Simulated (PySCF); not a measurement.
2-fluoropent-1-en-3-yne (C5H5F), SMILES C=C(F)C#CC. Coordinates come from a B3LYP-D3(BJ)/def2-SVP optimisation.

Computed equilibrium geometry at B3LYP-D3(BJ)/def2-SVP (PySCF confirms it by a frequency run) as Cartesian coordinates in Å:
```xyz
11

C     -2.2275     0.1507     0.1989
C     -1.0361     0.3088    -0.3901
F     -0.9619     0.8993    -1.6005
C      0.2274    -0.0927     0.1360
C      1.3071    -0.4318     0.5772
C      2.6004    -0.8384     1.1069
H     -2.2949    -0.3254     1.1763
H     -3.1355     0.4977    -0.2970
H      2.7141    -1.9349     1.0837
H      2.7232    -0.5087     2.1517
H      3.4216    -0.4015     0.5159
```
